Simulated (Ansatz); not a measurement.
`C=[CH][GeH2][SiH3]` → `C1[CH2][GeH2][SiH2]1`  (isomerisation)

Computed with Ansatz on PBE0-D4/def2-TZVP structures; ΔE is electronic, products minus reactants. CBS: MP2 limit from def2 TZ/QZ plus the TZ coupled-cluster correction, frozen cores. DFT in def2-TZVPP. B3LYP here is the variant with VWN-RPA as its local correlation; programs differ in this. For Ge outer-core shells are correlated without core-valence functions, which leaves a few kJ/mol of doubt a bond. Scalar relativity is left out up to krypton. One conformer a species, not always the lowest.

`C=[CH][GeH2][SiH3]`:

Z-matrix (Å, degrees):
```
Ge
C 1 1.941
Si 1 2.383 2 110.5
H 1 1.541 2 108.1 3 -121.0
H 1 1.542 2 109.8 3 120.6
C 2 1.328 1 123.4 3 113.2
H 2 1.088 1 117.7 3 -65.5
H 3 1.488 1 109.9 2 57.1
H 3 1.487 1 110.8 2 177.1
H 3 1.487 1 110.1 2 -62.5
H 6 1.086 2 122.0 1 1.3
H 6 1.087 2 121.8 1 -178.9
```

`C1[CH2][GeH2][SiH2]1`:

```xyz
12

C    -0.661    1.014   -0.056
C    -0.008    0.321    1.165
Ge    0.424   -1.441    0.327
Si    0.240    0.105   -1.465
H    -0.601    2.105   -0.038
H    -1.722    0.750   -0.113
H    -0.634    0.301    2.059
H     0.936    0.805    1.427
H    -0.739   -2.442    0.465
H     1.729   -2.131    0.760
H     1.544    0.744   -1.801
H    -0.509   -0.130   -2.730
```

```
             level  ΔE (kJ/mol)  difference from CCSD(T)/CBS
         r2SCAN-D4        -41.7                         -4.9
           PBE0-D4        -51.7                        -14.9
          B3LYP-D4        -25.5                         11.3
           ωB97M-V        -41.6                         -4.8
            B2PLYP        -28.2                          8.6
               PBE        -43.2                         -6.4
              PBE0        -49.6                        -12.8
     HF/def2-TZVPP         -3.4                         33.4
    MP2/def2-TZVPP        -45.6                         -8.8
CCSD(T)/def2-TZVPP        -32.8                          4.0
     HF/def2-QZVPP         -2.9                         33.9
    MP2/def2-QZVPP        -47.7                        -10.9
SCS-MP2/def2-QZVPP        -35.4                          1.4
      HF/CBS(def2)         -2.8                         34.0
     MP2/CBS(def2)        -49.6                        -12.8
    CCSD/CBS(def2)        -35.1                          1.7
       CCSD(T)/CBS        -36.8                            0
```

Largest T1 diagnostic among the species: 0.012.

In def2-TZVPP, CCSD(T) changes the Hartree–Fock value by −29.5 kJ/mol (the triples alone add −1.7 kJ/mol) and MP2 by −42.2 kJ/mol. From PBE to PBE0 (25 % exact exchange), in def2-TZVPP and without D4, ΔE moves by −6.3 kJ/mol. The D4 term adds −4.8 kJ/mol with B3LYP and −2.2 kJ/mol with PBE0; it sums over pairs of atoms, weighted by their polarisabilities, and B3LYP, whose exchange is more repulsive, gets the larger term.
